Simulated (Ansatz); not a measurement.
`O[SiH2]C#[C][GeH2][OH]` + `C[SiH3]` → `[OH][GeH2][CH2][SiH3]` + `C#C[SiH2]O`  (formal exchange of groups at a Ge–C bond)

Isolated molecules relaxed with PBE0-D4/def2-TZVP in Ansatz; ΔE leaves out vibrations. CCSD(T)/CBS is the MP2 limit (def2-TZVPP, def2-QZVPP) plus CCSD(T) − MP2 in def2-TZVPP, frozen cores. This one scheme is used for every species. Functionals use def2-TZVPP. B3LYP here is the variant with VWN-RPA as its local correlation; programs differ in this. For Ge outer-core shells are correlated without core-valence functions, which leaves a few kJ/mol of doubt a bond. Scalar relativity is left out up to krypton. One conformer a species, not always the lowest.

`O[SiH2]C#[C][GeH2][OH]`:

```xyz
12

O     1.413    0.003    2.961
Si    0.514   -1.117    2.167
C     0.072   -0.540    0.487
C    -0.199   -0.155   -0.633
Ge   -0.660    0.464   -2.377
O    -0.906    2.221   -2.318
H     2.197    0.340    2.525
H    -0.713   -1.302    2.970
H     1.236   -2.404    2.004
H    -1.946   -0.255   -2.815
H     0.500    0.258   -3.350
H    -1.509    2.486   -1.619
```

`C[SiH3]`:

```xyz
8

C     0.927    0.299    0.162
Si   -0.830   -0.267   -0.145
H     0.940    1.245    0.707
H     1.458    0.443   -0.782
H     1.475   -0.440    0.751
H    -1.552   -0.460    1.142
H    -0.845   -1.558   -0.885
H    -1.574    0.739   -0.949
```

`[OH][GeH2][CH2][SiH3]`:

Z-matrix (Å, degrees):
```
Ge
C 1 1.955
O 1 1.784 2 109.1
H 1 1.544 2 110.2 3 -120.6
H 1 1.535 2 112.3 3 114.6
Si 2 1.868 1 113.4 3 64.9
H 2 1.094 1 107.4 3 -57.0
H 2 1.095 1 108.7 3 -173.1
H 3 0.960 1 112.6 2 -63.1
H 6 1.488 2 110.0 1 66.4
H 6 1.487 2 112.1 1 -172.5
H 6 1.491 2 110.1 1 -52.2
```

`C#C[SiH2]O`:

Cartesian coordinates in Å:
```
C 0.923 -1.397 -1.366
C 0.401 -0.746 -0.494
Si -0.371 0.255 0.826
O -1.051 1.620 0.219
H 1.382 -1.975 -2.135
H 0.690 0.558 1.820
H -1.472 -0.506 1.453
H -0.503 2.191 -0.322
```

```
             level  ΔE (kJ/mol)  difference from CCSD(T)/CBS
          B3LYP-D4         27.6                          4.9
           ωB97M-V         24.6                          1.9
               PBE         28.9                          6.2
            r2SCAN         28.4                          5.7
     HF/def2-TZVPP         36.8                         14.1
SCS-MP2/def2-TZVPP         31.0                          8.3
   CCSD/def2-TZVPP         27.9                          5.2
     HF/def2-QZVPP         36.5                         13.8
      HF/CBS(def2)         36.4                         13.7
     MP2/CBS(def2)         23.6                          0.9
       CCSD(T)/CBS         22.7                            0
```

Largest T1 diagnostic among the species: 0.012.

In def2-TZVPP, CCSD(T) changes the Hartree–Fock value by −9.2 kJ/mol (the triples alone add −0.3 kJ/mol) and MP2 by −8.3 kJ/mol. The D4 term adds −5.0 kJ/mol with B3LYP and −2.7 kJ/mol with PBE0; it sums over pairs of atoms, weighted by their polarisabilities, and B3LYP, whose exchange is more repulsive, gets the larger term.
